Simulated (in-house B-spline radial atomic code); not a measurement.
# Dy⁵⁺: [Ne] 3s2 (3p1/2)2 (3p3/2)3 3d10 4s2 4p6 (4d3/2)3 (4d5/2)6 4f9 5s2 5p6 (with a hole in an inner shell)

Computed with an all-electron radial atomic-structure program (B-spline basis): Dirac-Hartree-Fock, average of the jj configuration, Fermi nucleus of rms radius 5.2218 fm.

Screening seen three ways: the hydrogenic charge with the same mean radius, Z_r = [3n² - l(l+1)]/(2<r>), the one with the same energy, Z_e = n√(-2ε), and Slater's rules. Values are occupation-weighted means over j. An effective charge above Z reflects the relativistic contraction of the inner shells.

| shell | electrons | ε (eV) | <r> (bohr) | Z_r | Z_e | Slater |
| --- | --- | --- | --- | --- | --- | --- |
| 1s | 2 | -54261 | 0.02111 | 71.05 | 63.15 | 65.70 |
| 2s | 2 | -9269.6 | 0.08908 | 67.35 | 52.20 | 61.85 |
| 2p | 6 | -8267.5 | 0.07912 | 63.19 | 49.30 | 61.85 |
| 3s | 2 | -2193.1 | 0.2325 | 58.07 | 38.09 | 55.10 |
| 3p | 5 | -1894.7 | 0.2309 | 54.15 | 35.40 | 55.10 |
| 3d | 10 | -1460 | 0.2105 | 49.87 | 31.08 | 45.85 |
| 4s | 2 | -526.21 | 0.5232 | 45.87 | 24.88 | 39.10 |
| 4p | 6 | -416.51 | 0.5506 | 41.77 | 22.13 | 39.10 |
| 4d | 9 | -262.59 | 0.5935 | 35.38 | 17.57 | 28.20 |
| 5s | 2 | -126.83 | 1.225 | 30.62 | 15.27 | 14.45 |
| 4f | 9 | -95.628 | 0.69 | 26.09 | 10.60 | 19.20 |
| 5p | 6 | -94.493 | 1.372 | 26.59 | 13.18 | 14.45 |

The least bound orbital is 5p3/2 at -92.31 eV, and it is also the most diffuse (<r> = 1.395 bohr). The part-filled 3p shell lies below the filled 5p shell in orbital energy.

For the 1s electron the small component carries 6.07 % of the norm, the zero-frequency Breit interaction raises the level by 166.3 eV, self-energy by 100.7 eV, and vacuum polarisation lowers it by 16.91 eV.
